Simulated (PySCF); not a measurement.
Sn(F)(OH)3 (FH₃O₃Sn), SMILES [OH][Sn]([OH])([F])[OH]. Atoms are numbered in the order given.

```xyz
8

O     -1.2574     0.8416    -1.2502
Sn     0.0124     0.0147    -0.0147
O      0.8843     1.3651     1.0984
O      1.3363    -1.0499    -0.9822
F     -0.9753    -1.1717     1.1482
H     -1.7361     0.1798    -1.7654
H      0.2435     1.8675     1.6175
H      1.9473    -1.4928    -0.3797
```

The structure is a stationary point at PBE0-D3(BJ)/def2-SVP. The structure was generated by enumeration; whether it is a known compound was not checked. The def2 effective core potentials stand for the cores of Sn; spin–orbit coupling is left out. Other conformers were not sampled.

Calculation: IEF-PCM-M06-2X/def2-SVP (PySCF).

The values are the electrostatic part of the solvation free energy, E(continuum) − E(gas) at the gas-phase geometry, in a cavity of scaled van der Waals radii (PySCF's table); cavitation and dispersion terms are not included. A continuum can't describe solvent molecules that bind to the metal. In vacuum the orbital gap is 10.28 eV. The dipole moment in vacuum is 0.27 D.

Computed values in water (ε = 78.36), acetonitrile (ε = 35.69), toluene (ε = 2.37):
```csv
solvent,ε,ΔG(elec) (kcal/mol),dipole (D),gap (eV)
water,78.36,-13.4,0.40,10.35
acetonitrile,35.69,-13.1,0.40,10.35
toluene,2.37,-6.3,0.31,10.31
```
